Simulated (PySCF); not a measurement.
Structure from 2D NMR

Compound of formula C5H10N2Si. Correlations simulated from computed shifts and the bond graph:

HSQC (one-bond C–H):
| δH | δC |
| --- | --- |
| 7.46 | 148.2 |
| 2.45 | 11.4 |
| 2.21 | 10.9 |

HMBC (two and three bonds, from the bond graph):
| δH | δC |
| --- | --- |
| 7.46 | 146.0, 120.8, 10.9 |
| 5.20 | 146.0 |
| 2.45 | 146.0, 120.8 |
| 2.21 | 148.2, 146.0, 120.8 |

Carbons without hydrogens: δ 146.0, 120.8.

- PBE0/pcSseg-1 with gauge-including orbitals
- GFN2-xTB geometry
- program: PySCF 2.14.0 with density-fitted response routines
- fast rotation and ring inversion assumed for equivalent nuclei, one conformer, non-relativistic, no solvent

Scale: TMS for 1H and 13C (reference shieldings calculated alike).

Exchangeable hydrogens are left out of these lists.

Problem. Assemble the structure.

Solution. SMILES N1=CC(C)=C(C)N1[SiH3].

Structure with atom numbers: `[CH3:1][c:2]1[cH:3][n:4][n:5]([SiH3:6])[c:7]1[CH3:8]`; H(Xn) means a hydrogen on atom n.

δC 148.2 is C3, an aromatic CH next to a ring nitrogen (δH 7.46). δC 146.0 is C7, a substituted aromatic carbon next to a ring nitrogen. δC 120.8 is C2, a substituted aromatic carbon. δC 11.4 is C8, a methyl carbon on an aromatic ring (δH 2.45). δC 10.9 is C1, a methyl carbon on an aromatic ring (δH 2.21). HMBC from δH 7.46 reaches the proton-free carbons C7, C2. HMBC from δH 5.20 reaches the proton-free carbon C7. HMBC from δH 2.45 reaches the proton-free carbons C7, C2. HMBC from δH 2.21 reaches the proton-free carbons C7, C2.

This is the structure that produced the data.

Shifts are as computed. Against solution values, carbons near 30 ppm lie about +3 ppm off and those near 130 ppm about +5 ppm. Of 1211 compounds with measured shifts, 218 miss one by over three times the rms of a fit or turn the order of signals round; such compounds aren't used in these exercises.
